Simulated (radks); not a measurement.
Charge is removed step by step from the 4s up level of Ca+, starting from [Ar] 4s(up 1, down 0). All-electron calculation, scalar-relativistic Kohn-Sham, LDA (Slater exchange, Perdew-Wang correlation), spin-polarised, spherical densities, point nucleus. Program: a radial shooting solver on a logarithmic mesh with Libxc functionals.

removed (e)  E - E(0) (eV)  eigenvalue (eV)  E minus straight line (eV)
0                    0.000           -9.496                       0.000
0.25                 2.546          -10.869                      -0.495
0.5                  5.433          -12.224                      -0.648
0.75                 8.652          -13.509                      -0.470
1                   12.162          -14.402                       0.000

Removing the whole electron costs 12.162 eV by Delta-SCF, against 9.496 eV from minus the eigenvalue at the starting occupation. Slater's transition state (half an electron removed) gives 12.224 eV. Integrating minus the eigenvalue over the occupation (Janak's theorem) gives 12.155 eV. In this scalar-relativistic scheme the density is built from large components alone, so the theorem holds only approximately. The mean slope of the eigenvalue, de/dn, is 4.91 eV per electron. Ionisation energy of Ca+ in the NIST Atomic Spectra Database: 11.872 eV (measured).
